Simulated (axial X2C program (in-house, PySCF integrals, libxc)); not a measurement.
**Ionising CaI**

Computed with an in-house all-electron X2C program for linear molecules (integrals from PySCF), spin-free (one-electron X2C) or two-component (2c: spin–orbit coupling with atomic mean-field Coulomb and Gaunt terms, which also bring small scalar terms), in Dyall basis sets with cores contracted in-house; open shells are unrestricted.

Basis sets: Ca dyall-cv3z, I dyall-cv3z. Frozen shells (counts by l): CaI I 4s3p2d, Ca 3s2p, 9 electrons correlated; CaI⁺ I 4s3p2d, Ca 3s2p, 8 electrons correlated. Where the outer core of a metal is frozen, bonds come out longer and ionisation energies lower.

```json
{"Hamiltonian": "spin-free", "level": "HF", "CaI state": "M_S = 1/2, Λ = 0", "Re (Å)": "2.912", "ωe (cm⁻¹)": "228.2", "De (eV)": "2.76"}
{"Hamiltonian": "spin-free", "level": "PBE0", "CaI state": "M_S = 1/2, Λ = 0", "Re (Å)": "2.822", "ωe (cm⁻¹)": "239.1", "De (eV)": "3.26"}
{"Hamiltonian": "spin-free", "level": "MP2", "CaI state": "M_S = 1/2, Λ = 0", "Re (Å)": "2.901", "ωe (cm⁻¹)": "230.2", "De (eV)": "3.20"}
{"Hamiltonian": "2c", "level": "HF", "CaI state": "Ω = 1/2", "Re (Å)": "2.915", "ωe (cm⁻¹)": "227.3", "De (eV)": "2.46"}
{"Hamiltonian": "2c", "level": "PBE0", "CaI state": "Ω = 1/2", "Re (Å)": "2.825", "ωe (cm⁻¹)": "238.0", "De (eV)": "3.00"}
{"Hamiltonian": "2c", "level": "MP2", "CaI state": "Ω = 1/2", "Re (Å)": "2.903", "ωe (cm⁻¹)": "229.3", "De (eV)": "2.92"}
```

Adiabatic ionisation energy (minimum to minimum, no zero-point term) and constants of CaI⁺:

```tsv
Hamiltonian	level	CaI⁺ state	IE (eV)	Re (Å)	ωe (cm⁻¹)	De (eV)	fragments
spin-free	HF	M_S = 0, Λ = 0	5.83	2.756	288.5	2.07	I + Ca+
spin-free	PBE0	M_S = 0, Λ = 0	5.95	2.682	300.4	3.33	I + Ca+
spin-free	MP2	M_S = 0, Λ = 0	5.84	2.757	286.5	3.05	I + Ca+
2c	HF	Ω = 0	5.82	2.759	286.9	1.77	I + Ca+
2c	PBE0	Ω = 0	5.94	2.685	298.3	3.07	I + Ca+
2c	MP2	Ω = 0	5.84	2.760	285.0	2.77	I + Ca+
```

Question: Add the zero-point terms to the ionisation energy at MP2, 2c, and say whether the electron removed was bonding.

Answer: IE0 = IE + (ωe⁺ − ωe)/2 = 5.84 + (0.003) = 5.84 eV. Re changes by -0.143 Å, so the bond shortens, as on loss of an antibonding or a polarising non-bonding electron.

Question: Close the cycle De(CaI⁺) + IE(CaI) = De(CaI) + IE(Ca) to find the atomic ionisation energy at MP2, 2c.

Answer: IE(Ca) = 2.77 + 5.84 − 2.92 = 5.69 eV, for the determinants used.

Each entry is the lowest single determinant of a limited PBE0 search at one distance. De goes to single-determinant-based atoms at the same level (for ions the charge split of lowest energy) and is withheld (n/a) where an atom does not fit its ground term or J level. Main or longest-lived isotopes. The functionals have no current term, which raises determinants with orbital currents.
